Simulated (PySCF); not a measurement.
**Sm: excitation energy**

Sm [Xe] 4f6 6s2 (7F) → Sm [Xe] 4f7 6s1 (9S), as a difference of total energies. Computed with PySCF 2.14 in x2c-TZVPPall, with scalar relativity by spin-free X2C-1e. The calculations carry no spin-orbit coupling.

```
method  excitation energy (eV)
   UHF                   5.628
  PW91                   2.561
 B3LYP                   3.427
```

In the upper state the promoted electron has a positive orbital energy at PW91, B3LYP, so the basis confines it.
